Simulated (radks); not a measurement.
Sc5+, configuration [Ne] 3s2 3p4 (the NIST ground configuration). Calculated with a radial shooting solver on a logarithmic mesh with Libxc functionals: Dirac Kohn-Sham, PBE, spin-unpolarised, spherical densities, finite nucleus; open shells are shared between the two j in proportion to 2j + 1; Fermi nuclear charge, rms radius 3.5459 fm. Some entries of the table are withheld. Estimate them.

orbital,occ.,eigenvalue (hartree),<r^2> (bohr^2)
1s1/2,2,(1),(2)
2s1/2,2,-20.40938,0.1389
2p1/2,2,-17.37260,0.1149
2p3/2,4,-17.20115,0.1168
3s1/2,2,-4.62611,1.163
3p1/2,1.33333,-3.80840,(3)
3p3/2,2.66667,-3.78513,(4)

Answer. 
(1) 1s1/2 eigenvalue (hartree): -164.6363
(2) 1s1/2 <r^2> (bohr^2): 0.007175
(3) 3p1/2 <r^2> (bohr^2): 1.277
(4) 3p3/2 <r^2> (bohr^2): 1.290
